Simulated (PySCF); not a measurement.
BiCl3: breathing scan

These are results of PySCF, PBE0, basis Bi def2-SVP with ECP60, Cl def2-SVP (scalar-relativistic core potentials, no spin–orbit coupling, density fitting), not measurements.

Rigid scan from the singlet minimum (Bi–Cl 2.458 Å (×3); Cl–Bi–Cl 99.1° (×3)). Coordinate: all bonds to the central atom scaled together. Energies in kJ/mol from the minimum.

(1) Predict the curve at 0.88, 0.92, 0.96, 1.00, 1.04, 1.08, 1.14, 1.22, 1.35.

## Answers

(1) 
```csv
scale of all bonds to the centre,E (kJ/mol),dipole size (D)
0.88,271.4,2.31
0.92,104.7,2.95
0.96,22.8,3.55
1.00,0.0,4.11
1.04,17.6,4.62
1.08,62.1,5.07
1.14,159.0,5.64
1.22,312.9,6.21
1.35,562.3,6.81
```

At long bonds a restricted determinant can lie too high, and another spin state can fall below this curve.

Spin–orbit coupling, left out here, can matter for elements this heavy.
